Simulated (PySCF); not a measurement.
How methods differ on the ionisation energy of Rb³³⁺

Rb³³⁺ [He] 2s2 (1S) → Rb³⁴⁺ [He] 2s1 (2S), as a difference of total energies. All numbers are calculated (PySCF 2.14, the spin-free X2C one-electron Hamiltonian (Gaussian nucleus), in an even-tempered Gaussian basis (19 s from 12 bohr⁻², ratio 2.2; 8 p from 18 bohr⁻², ratio 2.4; 5 d from 55 bohr⁻², ratio 2.4; 5 f from 82 bohr⁻², ratio 2.4; 4 g from 120 bohr⁻², ratio 2.4)). Correlated levels: nothing frozen; virtual orbitals above 40 to 60 times the deepest correlated orbital energy dropped. The calculations carry no spin-orbit coupling.

```tsv
method	ionisation energy (eV)
UHF	4209.4
LDA	4207.2
PBE	4213.7
PBE0	4212.9
B2PLYP	4213.3
M06	4208.9
SCS-MP2 (all electrons)	4216.0
```

Q: Estimate what r2SCAN gives.

A: 4208.6 eV, closest to M06 among the rows shown.

Q: Estimate what MP2 (all electrons) gives.

A: 4214.9 eV, closest to SCS-MP2 (all electrons) among the rows shown.

For this ion Breit and QED terms and the two-electron picture change, all absent here, outweigh the differences among the correlated methods.

For comparison: 4214 ± 4 eV (semi-empirical (NIST evaluation); NIST Atomic Spectra Database, ionization energies).
